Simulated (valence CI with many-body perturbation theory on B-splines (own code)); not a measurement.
E1 transitions of V IX

Calculated by relativistic CI+MBPT: five valence electrons over a frozen Dirac-Fock core [Ne], radial functions for each j: 11 s, 11 p, 10 d, 8 f, 5 g, 2 h, with the one-electron correlation potential Σ1, the two-electron term Σ2, the three-electron term Σ3, Breit, model QED; selected CI, second order for the rest, scaled by the run's own slope (own B-spline code, finite nucleus).

No measured spectrum was set against this ion. As an estimate, levels of excited configurations hold to 0.05 to 0.15 % of their energy, terms of the ground configuration to about 0.5 %. Among the levels kept, up to 3200 cm⁻¹ of a level comes from second order outside the variational space, and about a tenth of that is noise between levels of different J, which matters for small intervals.

Lines 251 to 300 of 582 in falling wavelength, among levels below 103.49 eV, chosen from the strongest by gf and those to the six lowest levels. Wavelengths and rates use the calculated energies, so an error of 200 cm⁻¹ moves a line at 282.3 Å by 0.056 % and its rate by three times that or more. Electric multipoles are in the length gauge, E1 and E2 with the static RPA response of the core. Weak lines are less certain than strong ones. Lines between different terms over intervals too small for the method are left out, as are lines whose strength nearly cancels. Where a level lies close to another of its J and parity, the split of strength between their lines is uncertain. The highest levels of a list are the least certain.

Names give the largest LS component (configuration and term), which can be under half, so a name can repeat, a term be missing and a line seem to break the LS rules; names also repeat where a configuration has a term twice. Letters in brackets count levels of one name in rising energy.

```
λ vac (Å)                 Upper                Lower   A (s⁻¹)  S (a.u.) with core polarisation  S without
    282.3       3s²3p²3d ⁴D_5/2       3s²3p³ ⁴S°_3/2  1.03e+08                         6.84e-03   7.05e-03
    282.2  3s²3p3d² ²F°_5/2 [a]      3s²3p²3d ²G_7/2  9.97e+09                         6.63e-01   6.84e-01
    281.8   3s²3p²3d ²D_3/2 [a]       3s²3p³ ²P°_3/2  1.22e+08                         5.37e-03   5.55e-03
    281.8   3s3p³3d ²D°_5/2 [f]  3s²3p²3d ²D_5/2 [a]  1.15e+10                         7.65e-01   7.91e-01
    281.8      3s²3p3d² ⁴G°_7/2      3s²3p²3d ⁴F_7/2  1.16e+09                         1.02e-01   1.06e-01
    281.7   3s3p³3d ²F°_5/2 [a]         3s3p⁴ ²D_3/2  1.32e+09                         8.74e-02   9.04e-02
    281.0      3s²3p3d² ⁴G°_5/2      3s²3p²3d ⁴F_5/2  1.32e+09                         8.64e-02   8.93e-02
    280.3  3s²3p3d² ²P°_3/2 [b]  3s²3p²3d ²P_1/2 [c]  2.14e+09                         9.31e-02   9.62e-02
    280.1     3s²3p3d² ⁴G°_11/2      3s²3p²3d ⁴F_9/2  1.34e+10                         1.75e+00   1.80e+00
    279.9      3s²3p3d² ⁴G°_9/2      3s²3p²3d ⁴F_7/2  1.25e+10                         1.35e+00   1.40e+00
    279.7      3s²3p3d² ⁴G°_7/2      3s²3p²3d ⁴F_5/2  1.18e+10                         1.02e+00   1.05e+00
    279.6  3s²3p3d² ²F°_7/2 [a]      3s²3p²3d ²G_9/2  1.03e+10                         8.89e-01   9.17e-01
    279.6      3s²3p3d² ⁴G°_5/2      3s²3p²3d ⁴F_3/2  1.17e+10                         7.55e-01   7.80e-01
    279.4   3s3p³3d ²D°_5/2 [e]  3s²3p²3d ²P_3/2 [b]  9.91e+09                         6.40e-01   6.61e-01
    278.6      3s²3p3d² ²H°_9/2      3s²3p²3d ²G_7/2  1.70e+10                         1.81e+00   1.87e+00
    277.3  3s²3p3d² ²P°_1/2 [c]      3s²3p²3d ²S_1/2  3.14e+10                         6.60e-01   6.83e-01
    277.2   3s²3p²3d ²D_5/2 [a]       3s²3p³ ²P°_3/2  7.22e+08                         4.56e-02   4.73e-02
    277.0  3s²3p3d² ²P°_3/2 [c]      3s²3p²3d ²S_1/2  7.36e+09                         3.09e-01   3.20e-01
    276.0  3s²3p3d² ²P°_1/2 [c]  3s²3p²3d ²P_3/2 [c]  1.02e+10                         2.11e-01   2.18e-01
    276.0   3s3p³3d ²D°_3/2 [f]  3s²3p²3d ²D_3/2 [a]  1.39e+10                         5.76e-01   5.96e-01
    275.9   3s²3p²3d ²P_3/2 [b]       3s²3p³ ²D°_5/2  3.52e+10                         1.46e+00   1.51e+00
    275.7  3s²3p3d² ²P°_3/2 [c]  3s²3p²3d ²P_3/2 [c]  1.08e+10                         4.46e-01   4.60e-01
    274.7   3s²3p²3d ²P_3/2 [b]       3s²3p³ ²D°_3/2  1.01e+10                         4.12e-01   4.27e-01
    274.5  3s²3p3d² ²F°_7/2 [b]  3s²3p²3d ²D_5/2 [b]  2.74e+10                         2.24e+00   2.31e+00
    274.4      3s²3p3d² ²D°_5/2  3s²3p²3d ²F_7/2 [b]  1.71e+10                         1.04e+00   1.08e+00
    274.3     3s²3p3d² ²H°_11/2      3s²3p²3d ²G_9/2  1.74e+10                         2.13e+00   2.19e+00
    274.2      3s²3p3d² ²D°_3/2  3s²3p²3d ²F_5/2 [b]  1.61e+10                         6.56e-01   6.77e-01
    273.6   3s3p³3d ²P°_1/2 [b]         3s3p⁴ ²S_1/2  4.27e+09                         8.63e-02   8.92e-02
    273.3  3s²3p3d² ²F°_5/2 [b]  3s²3p²3d ²D_3/2 [b]  2.86e+10                         1.73e+00   1.79e+00
    273.3  3s²3p3d² ²P°_1/2 [c]  3s²3p²3d ²P_1/2 [c]  5.68e+09                         1.14e-01   1.18e-01
    273.2      3s²3p3d² ²D°_5/2  3s²3p²3d ²F_5/2 [b]  1.64e+09                         9.88e-02   1.02e-01
    273.1  3s²3p3d² ²F°_5/2 [b]  3s²3p²3d ²D_5/2 [b]  1.92e+09                         1.15e-01   1.19e-01
    273.0  3s²3p3d² ²P°_3/2 [c]  3s²3p²3d ²P_1/2 [c]  5.02e+09                         2.02e-01   2.09e-01
    272.1   3s3p³3d ²D°_5/2 [b]         3s3p⁴ ²D_5/2  2.31e+09                         1.38e-01   1.42e-01
    271.3   3s3p³3d ²D°_3/2 [c]  3s²3p²3d ²P_1/2 [a]  2.46e+09                         9.69e-02   1.00e-01
    271.1      3s²3p3d² ²D°_5/2  3s²3p²3d ²P_3/2 [c]  8.93e+09                         5.27e-01   5.45e-01
    270.5   3s3p³3d ²D°_3/2 [b]         3s3p⁴ ²D_3/2  3.62e+09                         1.41e-01   1.46e-01
    270.2   3s3p³3d ²P°_3/2 [b]         3s3p⁴ ²S_1/2  1.15e+10                         4.50e-01   4.64e-01
    270.2   3s²3p²3d ²P_1/2 [b]       3s²3p³ ²D°_3/2  3.65e+10                         7.11e-01   7.36e-01
    270.1       3s²3p²3d ⁴P_5/2       3s²3p³ ²D°_5/2  5.02e+08                         2.93e-02   3.02e-02
    269.5  3s²3p3d² ²G°_7/2 [b]  3s²3p²3d ²F_7/2 [b]  4.21e+09                         3.26e-01   3.37e-01
    269.3      3s²3p3d² ²D°_3/2  3s²3p²3d ²P_1/2 [c]  9.38e+09                         3.62e-01   3.74e-01
    268.9       3s²3p²3d ⁴P_5/2       3s²3p³ ²D°_3/2  9.47e+07                         5.45e-03   5.63e-03
    268.9  3s²3p3d² ²G°_9/2 [b]  3s²3p²3d ²F_7/2 [b]  6.26e+10                         6.01e+00   6.20e+00
    268.4  3s²3p3d² ²G°_7/2 [b]  3s²3p²3d ²F_5/2 [b]  5.27e+10                         4.03e+00   4.16e+00
    267.6   3s3p³3d ²D°_3/2 [f]  3s²3p²3d ²P_1/2 [b]  1.67e+10                         6.31e-01   6.51e-01
    267.6  3s²3p3d² ⁴D°_3/2 [b]      3s²3p²3d ⁴P_1/2  2.40e+10                         9.06e-01   9.36e-01
    267.2  3s²3p3d² ⁴D°_1/2 [b]      3s²3p²3d ⁴P_1/2  4.58e+10                         8.64e-01   8.92e-01
    267.2       3s²3p²3d ⁴P_3/2       3s²3p³ ²D°_3/2  2.42e+08                         9.12e-03   9.44e-03
    267.0  3s²3p3d² ⁴D°_5/2 [b]      3s²3p²3d ⁴P_3/2  3.92e+10                         2.21e+00   2.28e+00
```
